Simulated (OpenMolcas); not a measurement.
# OpenMolcas run: Mo2+

Mo2+ among 6 point charges of -1.7 e arranged as an octahedron (Oh), 2 Å from the ion. The active orbitals were held to one l. With inversion symmetry the input lists one of each pair of outer charges.

Input:

```
&GATEWAY
Coord
1

Mo 0.0 0.0 0.0
Basis=ANO-RCC-VDZP
Group=XYZ
NoMove
AngMom=0.0 0.0 0.0
AMFI
XField
3 Angstrom 0
2.000000 0.000000 0.000000 -1.700000
0.000000 2.000000 0.000000 -1.700000
0.000000 0.000000 2.000000 -1.700000
&SEWARD
&RASSCF
FileOrb=start.orb
Symmetry=1
Spin=5
nActEl=4 0 0
Inactive=9 9
Ras2=5 0
CIRoot=5 5 1
SDav=5
CIMx=300
Iter=120 100
PrWF=0.3
OrbListing=Nothing
MaxOrb=0
SupSym
1
15 4 5 6 7 8 10 11 12 13 14 17 18 19 20 21
0
>>> COPY $Project.JobIph JOB001
&RASSCF
FileOrb=start.orb
Symmetry=1
Spin=3
nActEl=4 0 0
Inactive=9 9
Ras2=5 0
CIRoot=45 45 1
SDav=45
CIMx=300
Iter=120 100
PrWF=0.3
OrbListing=Nothing
MaxOrb=0
SupSym
1
15 4 5 6 7 8 10 11 12 13 14 17 18 19 20 21
0
>>> COPY $Project.JobIph JOB002
&RASSCF
FileOrb=start.orb
Symmetry=1
Spin=1
nActEl=4 0 0
Inactive=9 9
Ras2=5 0
CIRoot=50 50 1
SDav=50
CIMx=300
Iter=120 100
PrWF=0.3
OrbListing=Nothing
MaxOrb=0
SupSym
1
15 4 5 6 7 8 10 11 12 13 14 17 18 19 20 21
0
>>> COPY $Project.JobIph JOB003
&RASSI
NrOfJobIphs=3 5 45 50
1 2 3 4 5
1 2 3 4 5 6 7 8 9 10 11 12 13 14 15 16 17 18 19 20 21 22 23 24 25 26 27
28 29 30 31 32 33 34 35 36 37 38 39 40 41 42 43 44 45
1 2 3 4 5 6 7 8 9 10 11 12 13 14 15 16 17 18 19 20 21 22 23 24 25 26 27
28 29 30 31 32 33 34 35 36 37 38 39 40 41 42 43 44 45 46 47 48 49 50
IphNames
JOB001
JOB002
JOB003
EJob
SpinOrbit
DIPRint=1.0
SOCoupling=1000.0
Subsets=2
Property=9
'ANGMOM' 1 'ANGMOM' 2 'ANGMOM' 3 'MLTPL  1' 1 'MLTPL  1' 2 'MLTPL  1' 3
'AMFI' 1 'AMFI' 2 'AMFI' 3
SOProperty=3
'ANGMOM' 1 'ANGMOM' 2 'ANGMOM' 3
```

Launched by
```bash
OMP_NUM_THREADS=1 MOLCAS_MEM=1689 MOLCAS_PROJECT=a pymolcas a.inp > a.log  # once for each step of the input, in one work folder
```

A driver script runs the steps one by one and writes start.orb anew before each from the orbitals found so far.

Output, cut to the results:

```
--- SEWARD ---
Basis set label: MO.ANO-RCC...6S5P3D1F.

      Electronic valence basis set:
      ------------------
      Associated Effective Charge  42.000000 au
      Associated Actual Charge     42.000000 au
      Nuclear Model: Point charge

      Shell  nPrim  nBasis  Cartesian Spherical Contaminant
         s      21       6        X
         p      18       5        X
         d      13       3                 X
         f       6       1                 X
                  Relativistic Douglas-Kroll-Hess integrals:
                    - DKH order of Hamiltonian: 2
                    - DKH order of Properties : 0
                  Atomic mean-field integrals
--- RASSCF ---
Wave function specifications:
      -----------------------------

      Number of closed shell electrons          36
      Number of electrons in active shells       4
      Max number of holes in RAS1 space          0
      Max nr of electrons in RAS3 space          0
      Number of inactive orbitals               18
      Number of active orbitals                  5
      Number of secondary orbitals              20
      Spin quantum number                      2.0
      State symmetry                             1
Orbital specifications:
      -----------------------

      Symmetry species                           1   2
                                                ag  au
      Frozen orbitals                            0   0
      Inactive orbitals                          9   9
      Active orbitals                            5   0
      RAS1 orbitals                              0   0
      RAS2 orbitals                              5   0
      RAS3 orbitals                              0   0
      Secondary orbitals                         7  13
      Deleted orbitals                           0   0
      Number of basis functions                 21  22
      Number of CSFs                             5
      Number of root(s) required                 5
      Iter CI   SX   CI       RASSCF       Energy    max ROT     max BLB   max BLB  Level Ln srch  Step   QN
          iter iter root      energy       change     param      element    value   shift minimum  type update
 Nr of preliminary CI iterations:   1
      Total energies have been shifted. Add                -4000.00 au
        1   1    6    0   -50.31207782    0.00E+00   1.52E-01*  12  19 1  1.17E-01*  0.00   0.00    SX    NO
        2   1    7    0   -50.34730362   -3.52E-02*  5.74E-02    8  14 2  6.31E-02*  0.00   0.00    SX    NO
        3   1    6    0   -50.35172961   -4.43E-03*  2.49E-02    9  15 2 -3.46E-02*  0.00   0.00    SX    NO
        4   1    6    0   -50.35302611   -1.30E-03*  1.51E-02    8  14 2  1.99E-02*  0.00   0.00    SX    NO
        5   1    6    0   -50.35341934   -3.93E-04*  5.26E-03    7  13 2 -1.13E-02*  0.00   0.63    QN   YES
        6   1    5    0   -50.35361744   -1.98E-04*  1.77E-04    7  13 2 -2.86E-04*  0.00   1.03    QN   YES
        7   1    4    0   -50.35361761   -1.70E-07*  5.14E-06    9  19 2 -8.40E-06   0.00   1.00    QN   YES
        8   1    3    0   -50.35361761   -1.17E-10   9.50E-07    9  19 2 -1.68E-06   0.00   1.19    QN   YES
      Convergence after  8 iterations
        9   1    3    0   -50.35361761   -2.73E-12   9.50E-07    9  19 2 -5.01E-08   0.00   1.19    QN   YES
      Natural orbitals and occupation numbers for root  1
      sym 1:   1.000000   1.000000   1.000000   1.000000   0.000000
      Natural orbitals and occupation numbers for root  2
      sym 1:   1.000000   1.000000   0.000000   1.000000   1.000000
      Natural orbitals and occupation numbers for root  3
      sym 1:  -0.000000   1.000000   1.000000   1.000000   1.000000
::    RASSCF root number  1 Total energy:  -4050.39848643
::    RASSCF root number  2 Total energy:  -4050.39848643
::    RASSCF root number  3 Total energy:  -4050.32370506
::    RASSCF root number  4 Total energy:  -4050.32370506
::    RASSCF root number  5 Total energy:  -4050.32370506
--- RASSCF ---
Wave function specifications:
      -----------------------------

      Number of closed shell electrons          36
      Number of electrons in active shells       4
      Max number of holes in RAS1 space          0
      Max nr of electrons in RAS3 space          0
      Number of inactive orbitals               18
      Number of active orbitals                  5
      Number of secondary orbitals              20
      Spin quantum number                      1.0
...
--- RASSI ---
SPIN-FREE ENERGIES:
  (Shifted by EMIN (a.u.) =      -4050.3984864276)

 SF State       Relative EMIN(au)   Rel lowest level(eV)    D:o, cm**(-1)      L_eff

     1             0.0000000000        0.0000000000              0.0000         2.0
     2             0.0000000000        0.0000000000              0.0000         2.0
     6             0.0025441945        0.0692310600            558.3862         3.8
     7             0.0025441945        0.0692310600            558.3862         3.8
     8             0.0025441945        0.0692310600            558.3862         3.8
    51             0.0373302496        1.0158078412           8193.0428         4.6
    52             0.0373302496        1.0158078412           8193.0428         4.6
    53             0.0373302496        1.0158078412           8193.0428         4.6
    54             0.0419737135        1.1421629291           9212.1653         4.8
    55             0.0419737135        1.1421629291           9212.1653         4.8
     9             0.0668934486        1.8202634666          14681.4150         4.8
    10             0.0668934486        1.8202634666          14681.4150         4.8
    13             0.0669973692        1.8230912903          14704.2229         3.8
    11             0.0669973692        1.8230912903          14704.2229         3.8
    12             0.0669973692        1.8230912903          14704.2229         3.8
    16             0.0702253921        1.9109302687          15412.6920         3.7
    14             0.0702253921        1.9109302687          15412.6920         3.7
    15             0.0702253921        1.9109302687          15412.6920         3.7
    56             0.0703982130        1.9156329646          15450.6218         3.8
     3             0.0747813627        2.0349045442          16412.6120         2.0
     4             0.0747813627        2.0349045442          16412.6120         2.0
...
```

Spin-orbit levels above the lowest (labels of O, the rotations of Oh):

```
E (cm-1)  Degeneracy  Label      2S+1
     0.0           1     A1  3 (50 %)
   311.5           3     T1  5 (59 %)
   646.6           2      E  5 (76 %)
   805.1           3     T2  5 (82 %)
    1029           1     A2         5
    1938           1     A1  5 (50 %)
    1983           3     T1  3 (59 %)
    1991           3     T2  3 (82 %)
    2158           2      E  3 (76 %)
    9094           3     T2         1
   10113           2      E         1
   14789           1     A1  3 (83 %)
   15213           3     T1  3 (89 %)
   15596           3     T1         3
   15700           3     T2         3
   15793           2      E  3 (83 %)
   15882           3     T2  3 (88 %)
   15998           3     T1  3 (86 %)
   16178           2      E         3
   16458           3     T2  3 (84 %)
```

Spin-orbit coupling mixes the spin-free states strongly: the lowest level takes only 50 % from its leading state, 3T1, which lies 558 cm-1 above the lowest spin-free state. Without dynamic correlation the repulsion within the d shell is too large (B by tens of per cent), so at a given field states of lower spin stand too high. This shell can be high or low spin here, a state of another spin lies low, and with metal d orbitals alone active their balance is uncertain, so the ground spin may be wrong. Point charges give a weaker field than real ligands, and real ions of this kind are as a rule low spin; the high spin found here belongs to the model. This is an electrostatic model: the charges have no orbitals. No measured value stands beside these numbers.

The RASSCF and RASSI steps took 40 s on 1 thread of AMD EPYC 7R43 64-Core Processor (Zen 3), on a shared host; the integral step is not counted.
